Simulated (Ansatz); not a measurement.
System: 3-chlorofuran, C4H3ClO, net charge 0, singlet state. 
Structure (B3LYP-D3(BJ)/def2-TZVP (Ansatz, a first-principles code) minimum search):
SMILES: c1cocc1Cl
```xyz
9

Cl     1.6955     1.0514    -0.0961
C      0.2358     0.1442    -0.0133
C     -1.0895     0.6795     0.0215
C     -1.9099    -0.3966     0.0849
O     -1.1881    -1.5501     0.0916
C      0.1276    -1.2069     0.0310
H     -1.3687     1.7183     0.0013
H     -2.9785    -0.5073     0.1290
H      0.8459    -2.0056     0.0273
```
Charge 0, spin multiplicity 1.

Total electronic energies in hartree. Correlated levels leave the core frozen unless marked. No spin-orbit coupling. No relativistic terms. CBS marks a two-point X^-3 extrapolation of the correlation energy; Hartree-Fock from the larger set.

The Hartree-Fock reference is unstable (checked in the largest basis), which strains HF and MP2. 

```json
[
 {"level": "RI-HF/cc-pV(T+d)Z", "program": "Ansatz", "energy (Eh)": "-687.63947"},
 {"level": "RI-HF/cc-pV(Q+d)Z", "program": "Ansatz", "energy (Eh)": "-687.65826"},
 {"level": "revPBE-D4/def2-TZVPD", "program": "Ansatz + dftd4", "energy (Eh)": "-689.60653"},
 {"level": "r2SCAN-D4/def2-TZVPD", "program": "Ansatz + dftd4", "energy (Eh)": "-689.56975"},
 {"level": "PBE0/def2-QZVPP", "program": "Ansatz", "energy (Eh)": "-689.33499"},
 {"level": "r2SCAN0-D4/def2-TZVPD", "program": "Ansatz + dftd4", "energy (Eh)": "-689.53408"},
 {"level": "HSE06-D3(BJ)/def2-TZVPD", "program": "Ansatz + dftd3", "energy (Eh)": "-689.29596"},
 {"level": "LC-wPBE-D3(BJ)/def2-TZVPD", "program": "Ansatz + dftd3", "energy (Eh)": "-689.44656"},
 {"level": "wB97X-V/def2-TZVPD", "program": "Ansatz", "energy (Eh)": "-689.58543"},
 {"level": "B2PLYP-D3(BJ)/def2-TZVPD", "program": "Ansatz + dftd3", "energy (Eh)": "-689.41573"},
 {"level": "RPA@PBE/cc-pV(T+d)Z", "program": "Ansatz", "energy (Eh)": "-689.22096"},
 {"level": "RI-MP2/aug-cc-pV(T+d)Z", "program": "Ansatz", "energy (Eh)": "-688.71163"},
 {"level": "SCS-MP2/6-31G", "program": "Ansatz", "energy (Eh)": "-687.89524"},
 {"level": "SCS-MP2/6-31G*", "program": "Ansatz", "energy (Eh)": "-688.30803"},
 {"level": "SCS-MP2/cc-pV(D+d)Z", "program": "Ansatz", "energy (Eh)": "-688.37383"},
 {"level": "SCS-MP2/cc-pVTZ", "program": "Ansatz", "energy (Eh)": "-688.66282"},
 {"level": "SCS-MP2/aug-cc-pV(Q+d)Z", "program": "Ansatz", "energy (Eh)": "-688.77771"},
 {"level": "SCS-MP2/cc-pV(Q+d)Z", "program": "Ansatz", "energy (Eh)": "-688.76673"},
 {"level": "CCSD/6-31G", "program": "Ansatz", "energy (Eh)": "-687.93615"},
 {"level": "CCSD/aug-cc-pV(T+d)Z", "program": "Ansatz", "energy (Eh)": "-688.73250"},
 {"level": "CCSD(T)/6-31G*", "program": "Ansatz", "energy (Eh)": "-688.40120"},
 {"level": "CCSD(T)/cc-pV(D+d)Z", "program": "Ansatz", "energy (Eh)": "-688.47035"},
 {"level": "CCSD(T)/CBS(aug-cc-pV(T+d)Z,aug-cc-pV(Q+d)Z)", "program": "Ansatz", "energy (Eh)": "-688.9108"}
]
```

Totals of different functionals don't rank their quality; only differences between species are comparable.
